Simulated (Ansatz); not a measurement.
Question: Name a neutral molecule of C, F, Ga, O and H with size of the dipole moment (ωB97M-V/def2-TZVPP) between 3.80 and 4.10 D and HOMO energy (B3LYP/def2-TZVPP) between -9.20 and -8.90 eV (Ansatz, PBE0-D4/def2-TZVP geometry).

Answer: `FC(F)(F)C1=CC(C(F)(F)F)=[O+][Ga-]([F])([F])[O]1` (3.81 D, -8.98 eV). Other molecules can fit too; these were computed, each in one conformer that needn't be the lowest.

B3LYP here is the variant with VWN-RPA as its local correlation; programs differ in this.
